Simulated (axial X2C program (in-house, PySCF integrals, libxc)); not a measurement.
Ω levels of GdCl from open-shell CI on f8 s1

Calculated with an axial X2C code built on PySCF integrals: two-component X2C with atomic mean-field Coulomb and Gaunt terms, basis Gd dyall-v3z, Cl dyall-av3z (cores contracted in-house). Orbitals come from Hartree–Fock averaged over the configuration Gd f8 s1; CI then distributes these electrons over the f, s shells of Gd.

R = 2.642 Å (near the minimum of the configuration average).

Active spinors (ω > 0):

```
shell    ω  ε (eV)                    character
    f  5/2   -0.89                    100% Gd f
    f  3/2   -0.82                    100% Gd f
    f  1/2   -0.78                    100% Gd f
    f  7/2   -0.28                    100% Gd f
    f  5/2   -0.23                    100% Gd f
    f  3/2   -0.18                    100% Gd f
    f  1/2   -0.16                    100% Gd f
    s  1/2   -2.64  71% Gd s, 19% Gd p, 5% Cl p
```

Lowest levels of this model:

```csv
Ω,energy (cm⁻¹),g∥,μ (D),configuration
13/2,0,19.96,-4.70,100% f8 s1
11/2,207,16.49,-4.70,100% f8 s1
9/2,412,13.11,-4.70,100% f8 s1
7/2,607,9.85,-4.69,100% f8 s1
5/2,783,6.77,-4.68,100% f8 s1
3/2,921,3.91,-4.67,100% f8 s1
1/2,999,1.27,-4.67,100% f8 s1
11/2,1373,16.76,-4.70,100% f8 s1
9/2,1547,13.48,-4.69,100% f8 s1
7/2,1688,10.23,-4.68,100% f8 s1
5/2,1797,7.06,-4.68,100% f8 s1
3/2,1875,4.06,-4.68,100% f8 s1
1/2,1920,1.30,-4.68,100% f8 s1
11/2,2123,16.65,-4.70,100% f8 s1
9/2,2288,13.03,-4.70,100% f8 s1
7/2,2454,9.61,-4.69,100% f8 s1
5/2,2604,6.38,-4.69,100% f8 s1
3/2,2712,3.21,-4.68,100% f8 s1
1/2,2762,0.66,-4.68,100% f8 s1
1/2,2842,2.00,-4.67,100% f8 s1
3/2,2844,4.93,-4.68,100% f8 s1
5/2,2845,7.82,-4.68,100% f8 s1
7/2,2850,11.20,-4.67,100% f8 s1
9/2,2864,14.69,-4.68,100% f8 s1
```

g∥ is the magnitude of 2⟨Lz + ge Sz⟩ for the +Ω component. μ is positive if the Cl end is positive.

(1) From Ω and g∥ of the lowest level, whose 2⟨Lz + ge Sz⟩ is positive, find ⟨Sz⟩ and ⟨Lz⟩ (ge = 2.0023).

Occupations of the active spinors in the lowest level by ω, shell by shell in order of energy: -7/2: 0.00; -5/2: 0.92 0.08; -3/2: 0.80 0.20; -1/2: 0.67 0.33 0.00; 1/2: 0.48 0.52 1.00; 3/2: 0.32 0.68; 5/2: 1.00 1.00; 7/2: 1.00. The leading determinant has weight 0.17 among 325.

This point took 2.5 s on 1 thread of Arm Neoverse V2 (shared host).

There is no dynamic correlation: spin–orbit spacings and, for f shells, spacings inside one term are the most reliable numbers, splittings between terms come out too wide, and energies between configurations are not reliable, so the lowest level need not be the ground state of the molecule. At most 4 roots were kept for each Ω > 0 (twice that for Ω = 0) within 2.2 eV of the lowest, so higher up levels can be missing between those listed; levels with Ω > 0 are doubly degenerate and listed once, Ω = 0 levels singly.

## Answers

(1) Ω = ⟨Lz⟩ + ⟨Sz⟩ = 13/2 and ⟨Lz⟩ + ge⟨Sz⟩ = 9.980, so ⟨Sz⟩ = 3.47 and ⟨Lz⟩ = 3.03.
